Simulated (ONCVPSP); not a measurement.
**What one change does to a pseudopotential (Br, ONCV)**

```json
{
 "Element": "bromine (Br)",
 "Generator": "ONCVPSP 4.0.1",
 "Type": "optimised norm-conserving Vanderbilt (ONCV)",
 "Functional": "PBE",
 "Relativity": "scalar-relativistic",
 "Frozen core": "[Ar]",
 "Valence charge": "17",
 "Reference configuration": "3d10 4s2 4p3 (charge +2)",
 "Partial waves": "4s: rc 1.45 bohr, ncon 5, nbas 9, qcut 3.5 1/bohr, 1 projector; 4p: rc 1.25 bohr, ncon 4, nbas 8, qcut 7.4 1/bohr, 3 projectors, debl 1.4 Ha; 3d: rc 0.90 bohr, ncon 4, nbas 8, qcut 21.1 1/bohr, 1 projector; f scattering state at 0.28 Ha: rc 1.45 bohr, ncon 4, nbas 7, qcut 7.2 1/bohr, 1 projector",
 "Local potential": "polynomial inside 0.60 bohr (lpopt 5, dvloc0 2 Ha)",
 "Core correction": "Teter function, fcfact 3, rcfact 1.3"
}
```

All-electron outer shells of the reference configuration (PBE, scalar-relativistic, ld1.x):

```csv
shell,level (eV),outermost node (bohr),outermost maximum (bohr)
3s,-262.20,0.23,0.48
3p,-197.61,0.21,0.48
3d,-90.79,–,0.43
4s,-41.84,0.67,1.39
4p,-28.23,0.70,1.58
```

Change: s: rc 2.06.

Cutoffs: the cutoffs (Ha) at which the residual kinetic energy of the hardest occupied pseudo-wave falls to 1 and 0.1 mHa per electron; they do not see the model core or the augmentation charge, which bear on the density cutoff. Errors are all-electron minus pseudo energies relative to the spin-unpolarised reference configuration.

Question: Predict the effect on cutoff, ghosts and configuration errors.

Answer: The potential gets neither clearly harder nor softer (156 Ha and 175 Ha → 156 Ha and 175 Ha); both files keep a bound ghost (p, s); of the 4 tests that both files solve, the error grows in 4 and shrinks in 0 by more than 15 % and 0.3 meV (median size 3.2 → 12.8 meV). More of the atom is replaced by a form fitted at one configuration, so other configurations suffer.

| quantity | base | changed |
| --- | --- | --- |
| cutoff, loose | 156 Ha | 156 Ha |
| cutoff, tight | 175 Ha | 175 Ha |
| loose cutoff by channel | s 81 Ha, p 29 Ha, d 156 Ha | s 41 Ha, p 29 Ha, d 156 Ha |
| bound ghosts | s, p | s, p |
| GHOST(+) flags under 300 eV | f at 157.7 eV | f at 157.7 eV |
| error for 3d10 4s2 4p5, meV [ΔE -35.31 eV] | +8.1 | +19 |
| error for 3d10 4s2 4p4, meV [ΔE -22.76 eV] | +4.8 | +9.1 |
| error for 3d10 4s2 4p2, meV [ΔE 33.98 eV] | -1.0 | +8.2 |
| error for 3d10 4s1 4p5, meV [ΔE -9.76 eV] | +1.6 | -16 |
| p: phases at 1.27 bohr within 0.05 rad from the reference energy up to (Ha; the scan ends near 5) | to the end of the scan | to the end of the scan |
| d: phases at 0.91 bohr within 0.05 rad from the reference energy up to (Ha; the scan ends near 5) | 2.2 | 2.2 |
| f: phases at 1.48 bohr within 0.05 rad from the reference energy up to (Ha; the scan ends near 5) | to the end of the scan | to the end of the scan |
| rms error of d²Exc/dni dnj with the model core, mHa | 6.53 | 6.60 |

 A true bound ghost makes a file unfit for plane-wave use even where its test errors are small: the radial tests pick states by their node count and pass the ghost by.
